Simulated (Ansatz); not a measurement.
Geometry optimisation, Ansatz 0.2.0, RKS B3LYP/def2-SVP.

Input file:

```yaml
crystal:
  periodic: [false, false, false]
  atoms:
    - { symbol: C, position_ang: [-0.7526, -1.0695, 0.3259] }
    - { symbol: C, position_ang: [0.4779, -0.3535, -0.1172] }
    - { symbol: S, position_ang: [1.7226, -1.263, -0.7416] }
    - { symbol: C, position_ang: [0.6505, 1.169, -0.0255] }
    - { symbol: I, position_ang: [-0.4498, 2.0085, -1.6875] }
    - { symbol: H, position_ang: [-1.21, -0.4957, 1.1884] }
    - { symbol: H, position_ang: [-0.6133, -2.0718, 0.5825] }
    - { symbol: H, position_ang: [-1.4949, -0.9573, -0.5035] }
    - { symbol: H, position_ang: [0.1287, 1.4958, 0.9652] }
    - { symbol: H, position_ang: [1.624, 1.4863, 0.0162] }
basis:
  gaussian: { orbitals: def2-SVP }
hamiltonian:
  xc: b3lyp
relax:
  f_tol: 0.02
  max_steps: 50
```

Launched with:

```bash
$ ansatz run input.yaml --threads 2 --pin off --max-ram 3072MiB --backend cpu --events-out ev --progress --plain --runs-dir out
```

Task: Where does it end, and by what steps?

Result: It converged. After 12 steps the energy has fallen by 0.483 eV; S3 moved furthest, 0.34 Å.

| step | energy less start (eV) | largest force component (eV/Å) | accepted |
| --- | --- | --- | --- |
| 0 | 0.0000 | 4.465 | yes |
| 1 | -0.3800 | 1.080 | yes |
| 2 | -0.4248 | 0.760 | yes |
| 3 | -0.4661 | 0.343 | yes |
| 4 | -0.4753 | 0.123 | yes |
| 5 | -0.4770 | 0.061 | yes |
| 6 | -0.4810 | 0.045 | yes |
| 7 | -0.4816 | 0.044 | yes |
| 8 | -0.4692 | 0.480 | no |
| 9 | -0.4822 | 0.024 | yes |
| 10 | -0.4824 | 0.042 | yes |
| 11 | -0.4820 | 0.118 | no |
| 12 | -0.4826 | 0.013 | yes |

```xyz
10
Properties=species:S:1:pos:R:3
C -0.778 -1.024 0.306
C 0.538 -0.393 -0.064
S 1.872 -1.263 -0.433
C 0.602 1.105 -0.031
I -0.539 2.026 -1.691
H -1.093 -0.687 1.310
H -0.708 -2.118 0.295
H -1.567 -0.701 -0.394
H 0.132 1.526 0.869
H 1.622 1.477 -0.163
```

Whether the end is a true minimum wasn't checked by a vibrational analysis.

Time of the run: 41 s on 2 threads of Intel(R) Xeon(R) Platinum 8488C (Sapphire Rapids), with other jobs on the host, peak memory 0.3 GiB.
